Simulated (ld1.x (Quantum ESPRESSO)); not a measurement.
Configuration tests for tin (TM)

ld1.x (Quantum ESPRESSO) 7.5 input, shortened:

```
&input
   title='Sn', zed=50., rel=2, dft='PBESOL', iswitch=3,
   config='[Kr] 4d10 5s2 5p2 5d-2', rel_dist='average'
 /
 &inputp
   pseudotype=2, tm=.true., lloc=-1, rcloc=2.10,
   nlcc=.false.
 /
3
5S  1  0   2.00   0.00  1.85  1.85  0.0
5P  2  1   2.00   0.00  2.30  2.30  0.0
5D  3  2  -2.00  -0.10  2.45  2.45  0.0
 &test
   configts(1)='5s2 5p2'
 /
```

Open shells are filled in proportion to 2j + 1 (rel_dist='average').

Energies are relative to the spin-unpolarised reference configuration 5s2 5p2; without spin polarisation the order of configurations can differ from experiment.

```json
{"valence configuration": "5s2 5p1", "charge": "+1", "ΔE all-electron (eV)": "6.911", "error AE − PS (meV)": "-1.6"}
{"valence configuration": "5s2 5p0", "charge": "+2", "ΔE all-electron (eV)": "20.901", "error AE − PS (meV)": "+4.6"}
{"valence configuration": "5s1 5p2", "charge": "+1", "ΔE all-electron (eV)": "14.578", "error AE − PS (meV)": "+13"}
{"valence configuration": "5s0 5p4", "charge": "0", "ΔE all-electron (eV)": "14.207", "error AE − PS (meV)": "+43"}
{"valence configuration": "5s1 5p3", "charge": "0", "ΔE all-electron (eV)": "6.989", "error AE − PS (meV)": "+9.5"}
{"valence configuration": "5s2 5p2.3", "charge": "-0.3", "ΔE all-electron (eV)": "-0.856", "error AE − PS (meV)": "-0.1"}
```

(1) What are ΔE and the potential's error for 5s1 5p0?

Levels in the configuration 5s1 5p0:

```json
{"level": "5s j=1/2", "all-electron (eV)": "-35.953", "pseudo (eV)": "-35.689"}
```

Answers

(1) ΔE = 51.914 eV all-electron; the error (AE − PS) is +110 meV.

ld1.x printed “convergence not achieved” for 6 of the counted tests; their residual had stalled under 1e-8, short of the target of 1e-14.
